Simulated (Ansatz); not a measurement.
Ansatz (a program for electronic structure) input (MP2/LANL2DZ): The .json file is the Basis Set Exchange's LANL2DZ.

Ansatz 0.2 input:
```yaml
crystal:
  periodic: [false, false, false]
  atoms:
    - {symbol: Ge, position_ang: [-0.00240866, -0.00173413, 1.02787132]}
    - {symbol: Br, position_ang: [1.02520451, -1.51961699, -0.47004929]}
    - {symbol: Br, position_ang: [-1.02300231, 1.52120248, -0.46971877]}
basis:
  gaussian:
    orbitals: LANL2DZ.json
magnetization: {spin_polarized: false}
correlation: {method: mp2, electrons: outside_noble_gas}
relax: {f_tol: 0.003, max_steps: 120}
```

Output:

```
Functional definition: HF
these checks for a lower state are left out or cut short: cluster_reference
integrals: 0.00 GiB planned
426 factors; integrals over basis functions are off by at most 8.0e-5 eV
mean field: 0.05 GiB planned
mean field evaluation 1: about -803.1957 eV, gradient 1.2e1 eV
mean field evaluation 2: about -803.1968 eV, gradient 1.2e1 eV
mean field evaluation 4: about -804.1606 eV, gradient 6.2e-1 eV
mean field evaluation 8: about -804.1671 eV, gradient 1.1e-3 eV
mean field -804.16712072 eV, -29.5525966022 hartree, gradient 4.0e-6 eV, S^2 0.000000; 0 other end points of the search recorded, 0 dependent functions left out
reference -804.16712072 eV, -29.5525966022 hartree; 9, 9 occupied and 15, 15 virtual orbitals, 426 factors
densities: 0.05 GiB planned
second order -2.28326114 eV of doubles, -0.00000000 eV of singles
the calculation of the forces begins
relax step   1: F+E_penalty+E_count = -806.45038186 eV  Δ(F+E_penalty+E_count) = +0.000e0 eV  max|allowed force component| = 1.639e0 eV/Å  Δτ_max = 0.0000 Å  (40 SCF iters, accepted)
these checks for a lower state are left out or cut short: starts, cluster_reference, orbital_swaps, neighbouring_geometries, increment
integrals: 0.00 GiB planned
426 factors; integrals over basis functions are off by at most 8.3e-5 eV
mean field: 0.05 GiB planned
mean field evaluation 16: about -804.2418 eV, gradient 2.2e-1 eV
mean field -804.24238464 eV, -29.5553625005 hartree, gradient 1.6e-6 eV, S^2 0.000000; 0 other end points of the search recorded, 0 dependent functions left out
reference -804.24238464 eV, -29.5553625005 hartree; 9, 9 occupied and 15, 15 virtual orbitals, 426 factors
densities: 0.05 GiB planned
second order -2.35352339 eV of doubles, -0.00000000 eV of singles
the calculation of the forces begins
relax step   2: F+E_penalty+E_count = -806.59590803 eV  Δ(F+E_penalty+E_count) = -1.455e-1 eV  max|allowed force component| = 1.441e-1 eV/Å  Δτ_max = 0.1486 Å  (36 SCF iters, accepted)
these checks for a lower state are left out or cut short: starts, cluster_reference, orbital_swaps, neighbouring_geometries, increment
integrals: 0.00 GiB planned
426 factors; integrals over basis functions are off by at most 8.1e-5 eV
mean field: 0.05 GiB planned
mean field -804.26136664 eV, -29.5560600762 hartree, gradient 1.3e-6 eV, S^2 0.000000; 0 other end points of the search recorded, 0 dependent functions left out
reference -804.26136664 eV, -29.5560600762 hartree; 9, 9 occupied and 15, 15 virtual orbitals, 426 factors
densities: 0.05 GiB planned
second order -2.34095735 eV of doubles, -0.00000000 eV of singles
the calculation of the forces begins
mean field evaluation 32: about -804.2605 eV, gradient 5.4e-2 eV
relax step   3: F+E_penalty+E_count = -806.60232399 eV  Δ(F+E_penalty+E_count) = -6.416e-3 eV  max|allowed force component| = 4.437e-2 eV/Å  Δτ_max = 0.0512 Å  (37 SCF iters, accepted)
these checks for a lower state are left out or cut short: starts, cluster_reference, orbital_swaps, neighbouring_geometries, increment
integrals: 0.00 GiB planned
426 factors; integrals over basis functions are off by at most 8.1e-5 eV
mean field: 0.05 GiB planned
mean field -804.26160171 eV, -29.5560687146 hartree, gradient 1.2e-6 eV, S^2 0.000000; 0 other end points of the search recorded, 0 dependent functions left out
reference -804.26160171 eV, -29.5560687146 hartree; 9, 9 occupied and 15, 15 virtual orbitals, 426 factors
densities: 0.05 GiB planned
second order -2.34089999 eV of doubles, -0.00000000 eV of singles
the calculation of the forces begins
relax step   4: F+E_penalty+E_count = -806.60250169 eV  Δ(F+E_penalty+E_count) = -1.777e-4 eV  max|allowed force component| = 5.051e-4 eV/Å  Δτ_max = 0.0062 Å  (39 SCF iters, accepted)
these checks for a lower state are left out or cut short: cluster_reference
integrals: 0.00 GiB planned
426 factors; integrals over basis functions are off by at most 8.1e-5 eV
mean field: 0.05 GiB planned
mean field -804.26160171 eV, -29.5560687146 hartree, gradient 1.2e-6 eV, S^2 0.000000; 1 other end points of the search recorded, 0 dependent functions left out
reference -804.26160171 eV, -29.5560687146 hartree; 9, 9 occupied and 15, 15 virtual orbitals, 426 factors
densities: 0.05 GiB planned
second order -2.34089999 eV of doubles, -0.00000000 eV of singles
the calculation of the forces begins
Total energy: -806.60250169 eV, -29.6420952024 hartree
Atom 0 at    -0.002498    -0.001799     1.066133 Å, force    -0.000001    -0.000001     0.000436 eV/Å
Atom 1 at     1.083099    -1.605471    -0.489189 Å, force    -0.000339     0.000505    -0.000218 eV/Å
Atom 2 at    -1.080808     1.607121    -0.488840 Å, force     0.000340    -0.000504    -0.000218 eV/Å
Dipole moment:    -0.001633    -0.001176     0.696906 e Å
Checks for a lower state left out: cluster_reference
```

The geometry given is a B3LYP-D3(BJ)/def2-TZVP minimum.
